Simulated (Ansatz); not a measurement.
`[NH2][GaH][CH2][SiH3]` → `[CH2]` (triplet) + `[NH2][GaH][SiH3]` at 298.15 K and 1 bar (formal loss of a carbene).

Isolated molecules relaxed with PBE0-D4/def2-TZVP in Ansatz; ΔE leaves out vibrations. CBS: MP2 limit from def2 TZ/QZ plus the TZ coupled-cluster correction, frozen cores. This one scheme is used for every species. Triplets are unrestricted, without spin–orbit coupling. For Ga outer-core shells are correlated without core-valence functions, which leaves a few kJ/mol of doubt a bond. Scalar relativity is left out up to krypton. Each species was taken in one conformer, which may not be the lowest.

```
                species  CCSD(T)/CBS energy (Eh)  H − E (kJ/mol)  S (J/(mol·K))
`[NH2][GaH][CH2][SiH3]`              -2310.61356           243.4          373.6
      `[CH2]` (triplet)                -39.09499            55.4          195.3
     `[NH2][GaH][SiH3]`              -2271.34304           169.3          339.2
```

H − E and S are ideal-gas, rigid-rotor, harmonic terms from PBE0-D4/def2-TZVP, for one conformer and one mirror image of each species, with the whole ground term of open shells counted as degenerate. 1 Eh = 2625.50 kJ/mol, R = 8.31446 J/(mol·K).

Task: By hand: ΔE, ΔH, ΔS and ΔG.

Result: ΔE = (-39.09499) + (-2271.34304) − (-2310.61356) = 0.17553 Eh = 460.9 kJ/mol. Δ(H − E) = 55.4 + 169.3 − 243.4 = -18.7, so ΔH = 442.2 kJ/mol. ΔS = 195.3 + 339.2 − 373.6 = 160.9 J/(mol·K). ΔG = 442.2 − 298.15 × (160.9)/1000 = 394.2 kJ/mol.

Task: By hand: the equilibrium constant, and the temperature at which ΔG would vanish if ΔH and ΔS stayed fixed.

Result: log₁₀ K = −ΔG/(RT ln 10) = -69.1. ΔG = 0 at ΔH/ΔS = 2748 K, far beyond where these terms or the molecules hold.

The number of gas molecules changes by +1, which sets the sign of ΔS. A doubt of 5 kJ/mol in ΔE shifts log₁₀ K by 0.9 here. Other conformers and mirror images would add mixing entropy, several J/(mol·K) or more a flexible species. Modes under 60 cm⁻¹, often nearly free rotors, make the harmonic entropy too high. A triplet takes part, so the spin changes. These are equilibria of isolated gas molecules and say nothing of rates. Largest T1 diagnostic: 0.015 (customary marks: 0.02 for closed shells, 0.045 for open ones).
